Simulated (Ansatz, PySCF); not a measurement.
The pair A = CH2O (SMILES C=O) (first 4 atoms), B = H2Se (SMILES [SeH2]); geometry from B3LYP-D3(BJ)/def2-TZVP.
(charge 0, multiplicity 1):
```xyz
7

C      0.354     0.067    -0.329
O      1.084    -0.668     0.278
H      0.204    -0.034    -1.421
H     -0.204     0.879     0.174
Se     0.856     0.690     3.203
H      0.415    -0.710     3.184
H      0.209     0.925     4.505
```

Frozen-core correlation. Filled d and f shells under p-block atoms count as core. Rows in 6-31G* carry no dispersion term and start afresh at each structure (6-31G* with six Cartesian d functions); the Pople sets are all-electron and without relativity.

The values were computed with Ansatz (Gaussian orbitals); PySCF for 6-31G* rows. Each number belongs to the level named beside it.

Total energies (hartree), monomers frozen at their geometry in the pair:

```json
[
 {"structure": "AB", "B3LYP/6-31G*": "-2516.9931981", "MP2/aug-cc-pVTZ": "-2515.5418946", "CCSD(T)/aug-cc-pVDZ": "-2515.3861374"},
 {"structure": "A in the pair's basis", "B3LYP/6-31G*": "-114.5023826", "MP2/aug-cc-pVTZ": "-114.3163491", "CCSD(T)/aug-cc-pVDZ": "-114.2447670"},
 {"structure": "B in the pair's basis", "B3LYP/6-31G*": "-2402.4895482", "MP2/aug-cc-pVTZ": "-2401.2218051", "CCSD(T)/aug-cc-pVDZ": "-2401.1383108"},
 {"structure": "A", "B3LYP/6-31G*": "-114.5003274", "MP2/aug-cc-pVTZ": "-114.3161667", "CCSD(T)/aug-cc-pVDZ": "-114.2443562"},
 {"structure": "B", "B3LYP/6-31G*": "-2402.4894725", "MP2/aug-cc-pVTZ": "-2401.2214717", "CCSD(T)/aug-cc-pVDZ": "-2401.1374620"}
]
```

Q: Work out the interaction energy without and with the counterpoise correction, and the superposition error, for each level.

A: 
E(AB) − E(A) − E(B), times 627.509 kcal/mol, with the monomers in their own basis and then in the pair's basis:
- B3LYP/6-31G*: -2.13 uncorrected, -0.80 corrected; the monomers gain 1.34 kcal/mol from borrowed functions
- MP2/aug-cc-pVTZ: -2.67 uncorrected, -2.35 corrected; the monomers gain 0.32 kcal/mol from borrowed functions
- CCSD(T)/aug-cc-pVDZ: -2.71 uncorrected, -1.92 corrected; the monomers gain 0.79 kcal/mol from borrowed functions

Ansatz is a quantum-chemistry and plane-wave program.
